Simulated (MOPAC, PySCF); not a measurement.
C$_{7}$H$_{12}$BN, SMILES `C([C@@H]1CCCC[C@H]1B)#N`, neutral singlet in the gas phase. 

Cartesian coordinates (Å):
```xyz
21

B      2.4935     0.0293     0.3549
C      1.0418    -0.1092    -0.2132
C      0.4880     1.3307    -0.3144
C     -0.9416     1.3505    -0.8491
C     -1.8678     0.4704    -0.0191
C     -1.3506    -0.9590     0.0729
C      0.0834    -0.9827     0.6205
C      0.5918    -2.3493     0.7153
N      1.0064    -3.4293     0.7643
H      2.7351    -0.1968     1.5193
H      3.3743     0.4539    -0.3562
H      1.0802    -0.5132    -1.2421
H      1.1437     1.9373    -0.9589
H      0.5051     1.8062     0.6840
H     -0.9369     0.9928    -1.8939
H     -1.3168     2.3862    -0.8737
H     -1.9575     0.8909     0.9987
H     -2.8834     0.4732    -0.4450
H     -1.3540    -1.4261    -0.9270
H     -2.0049    -1.5731     0.7107
H      0.0701    -0.5826     1.6517
```
Charge 0, multiplicity 1.

All levels are single points at this geometry (PBE0-D3(BJ)/def2-SVP); Pople sets use spherical d functions. Orbital energies aren't observables, and empty levels follow the basis.

```
level                            HOMO (eV)  LUMO (eV)  gap (eV)  dipole (D)  vertical IE, Delta-SCF (eV)
-------------------------------  ---------  ---------  --------  ----------  ---------------------------
TPSSh-D3(BJ)/def2-TZVP in PySCF      -7.84      -2.00      5.84        4.79                         9.99
B3LYP/3-21G in PySCF                 -8.17      -1.56      6.61        4.33                            –
PBE/6-31G* in PySCF                  -7.02      -2.32      4.70        4.58                         9.60
HF/6-31G* in PySCF                  -11.62       2.64     14.27        4.70                        10.39
PM3 in MOPAC                        -11.66       0.19     11.85        3.83                            –
PM7 in MOPAC                        -10.92      -0.67     10.25        4.36                            –
```
